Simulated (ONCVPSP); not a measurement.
**Potentials for iron compared**

Generated with ld1.x 7.5 (TM, RRKJ, ultrasoft, PAW), atompaw 4.2 or ONCVPSP 4.0.1. The cutoff is in Ry: for ld1.x and atompaw files where the sum of valence levels is converged to 10 mRy in a Bessel basis, for ONCV files where the hardest occupied wave has 1 mHa per electron of residual kinetic energy. The error is the largest all-electron minus pseudo excitation energy over each file’s own four to seven test configurations (ionisations up to +4, promotions, holes and added fractions of an electron), all of which were solved. The labels leave out finer settings (local radius, basis sizes, second energies), which also bear on the numbers. Spin-polarised tests are not counted. The rows are a selection from randomly drawn settings: files with unsolved tests, undetermined cutoffs or missed reference levels are left out.

A true bound ghost makes a file unfit for plane-wave use even where its test errors are small: the radial tests pick states by their node count and pass the ghost by.

| potential | cutoff (Ry) | largest error (meV) | bound ghosts |
| --- | --- | --- | --- |
| ONCV, LDA (Perdew-Wang 92), scalar-relativistic, rc 1.40/1.00/1.40 (spd), local smoothed, core correction yes, reference 3s2 3p6 3d6 4s2, qcut 7.6/17.5/12.2, projectors 2/2/2 | 137 | +5.3 | none |
| ONCV, PBE, scalar-relativistic, rc 1.35/1.00/1.50 (spd), local smoothed, core correction yes, reference 3s2 3p6 3d7 4s1, qcut 11.5/11/9.6, projectors 2/2/2 | 78 | -233 | none |
| ONCV, PBE, scalar-relativistic, rc 1.20/1.10/1.65 (spd), local smoothed, core correction yes, reference 3s2 3p6 3d6 4s2, qcut 8.9/12.9/9.1, projectors 3/2/2 | 69 | +35 | none |
| ONCV, PW91, scalar-relativistic, rc 2.45/1.20/1.90 (spd), local smoothed, core correction no, reference 3p6 3d6 4s2, qcut 2.1/12.3/7.6, projectors 3/1/3 | 66 | +75 | s |
| ONCV, PBEsol, scalar-relativistic, rc 1.60/0.85/1.25 (spd), local smoothed, core correction yes, reference 3s2 3p6 3d6 4s2, qcut 7.1/7.8/10.7, projectors 2/2/2 | 115 | -384 | none |
| ONCV, PBE, scalar-relativistic, rc 1.15/1.10/1.40 (spd), local smoothed, core correction yes, reference 3s2 3p6 3d6 4s2, qcut 8.2/11.3/11, projectors 2/1/3 | 179 | +22 | none |
| ONCV, PBEsol, scalar-relativistic, rc 1.55/1.20/1.05 (spd), local smoothed, core correction yes, reference 3s2 3p6 3d6 4s2, qcut 8.5/13.7/16.7, projectors 2/1/2 | 182 | -5.4 | none |

Question: Fill in the row for Fe: ONCV, PBEsol, scalar-relativistic, rc 1.35/0.75/1.35 (spd), local smoothed, core correction yes, reference 3s2 3p6 3d6, qcut 11.4/13.2/11.8, projectors 1/2/2.

Answer: cutoff 137 Ry, largest error +1654 meV, bound ghosts: none.

Question: Fill in the row for Fe: ONCV, PBE, scalar-relativistic, rc 1.10/0.95/1.45 (spd), local smoothed, core correction yes, reference 3s2 3p6 3d6 4s2, qcut 10.4/9.6/9.5, projectors 2/2/2.

Answer: cutoff 92 Ry, largest error +19 meV, bound ghosts: none.
